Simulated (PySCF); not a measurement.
H3O, charge +1, singlet, at a GFN2-xTB geometry; HF/def2-TZVP (PySCF).

Input for PySCF:
```python
from pyscf import gto, scf

mol = gto.M(
    atom='''
O     0.070940    0.002888    0.031336
H    -0.025127    0.805022   -0.529842
H     0.027376   -0.824717   -0.498515
H    -0.569771   -0.003407    0.777672
''',
    basis='def2-tzvp',
    charge=1,
    spin=0,
    verbose=4,
)

mf = scf.RHF(mol)
mf.kernel()
```

**Question.** What does PySCF print? Leave out banner, timings and long lists.

**Answer.** 
```
PySCF version 2.14.0

[INPUT] verbose = 4
[INPUT] num. atoms = 4
[INPUT] num. electrons = 10
[INPUT] charge = 1
[INPUT] spin (= nelec alpha-beta = 2S) = 0
[INPUT] symmetry False subgroup None
[INPUT] Mole.unit = angstrom
[INPUT] Symbol           X                Y                Z      unit          X                Y                Z       unit  Magmom
[INPUT]  1 O      0.070940000000   0.002888000000   0.031336000000 AA    0.134057171277   0.005457529048   0.059216457839 Bohr   0.0
[INPUT]  2 H     -0.025127000000   0.805022000000  -0.529842000000 AA   -0.047483148332   1.521271104250  -1.001256269292 Bohr   0.0
[INPUT]  3 H      0.027376000000  -0.824717000000  -0.498515000000 AA    0.051733142386  -1.558489260273  -0.942056818988 Bohr   0.0
[INPUT]  4 H     -0.569771000000  -0.003407000000   0.777672000000 AA   -1.076711143720  -0.006438296906   1.469587094743 Bohr   0.0

nuclear repulsion = 13.8847613792156
number of shells = 23
number of NR pGTOs = 70
number of NR cGTOs = 49
basis = def2-tzvp
ecp = {}

******** <class 'pyscf.scf.hf.RHF'> ********
method = RHF
initial guess = minao
damping factor = 0
level_shift factor = 0
DIIS = <class 'pyscf.scf.diis.CDIIS'>
diis_start_cycle = 1
diis_space = 8
diis_damp = 0
SCF conv_tol = 1e-09
SCF conv_tol_grad = None
SCF max_cycles = 50
direct_scf = True
direct_scf_tol = 1e-13
Set gradient conv threshold to 3.16228e-05
Initial guess from minao.
init E= -76.6330655242026
  HOMO = -0.543937971507241  LUMO = 0.0304731725123162  gap/eV = 15.63052
cycle= 1 E= -76.3131371475484  delta_E= 0.32  |g|= 0.305  |ddm|= 1.03
  HOMO = -0.97817129962074  LUMO = -0.165441933938865  gap/eV = 22.11549
cycle= 2 E= -76.3372452773278  delta_E= -0.0241  |g|= 0.0744  |ddm|= 0.218
  HOMO = -0.94421924661404  LUMO = -0.150610767982229  gap/eV = 21.59519
cycle= 3 E= -76.3382548899303  delta_E= -0.00101  |g|= 0.0285  |ddm|= 0.0492
  HOMO = -0.95388275530042  LUMO = -0.151266002497785  gap/eV = 21.84031
cycle= 4 E= -76.3384017509122  delta_E= -0.000147  |g|= 0.00663  |ddm|= 0.0146
  HOMO = -0.951909359026395  LUMO = -0.150910874902806  gap/eV = 21.79628
cycle= 5 E= -76.3384143116753  delta_E= -1.26e-05  |g|= 0.00157  |ddm|= 0.00484
  HOMO = -0.952591617988496  LUMO = -0.150993564107111  gap/eV = 21.81259
cycle= 6 E= -76.338415225593  delta_E= -9.14e-07  |g|= 0.000225  |ddm|= 0.00171
  HOMO = -0.952642995134056  LUMO = -0.150997023978228  gap/eV = 21.81390
cycle= 7 E= -76.3384152546313  delta_E= -2.9e-08  |g|= 4.1e-05  |ddm|= 0.000313
  HOMO = -0.952652804434457  LUMO = -0.150998303500963  gap/eV = 21.81413
cycle= 8 E= -76.3384152556429  delta_E= -1.01e-09  |g|= 5.58e-06  |ddm|= 5.64e-05
  HOMO = -0.952651651107047  LUMO = -0.150997976384723  gap/eV = 21.81411
cycle= 9 E= -76.3384152556587  delta_E= -1.58e-11  |g|= 9.84e-07  |ddm|= 1.07e-05
  HOMO = -0.952651767044586  LUMO = -0.15099800239976  gap/eV = 21.81411
Extra cycle  E= -76.3384152556594  delta_E= -7.11e-13  |g|= 3.96e-07  |ddm|= 1.03e-06
converged SCF energy = -76.3384152556594
```
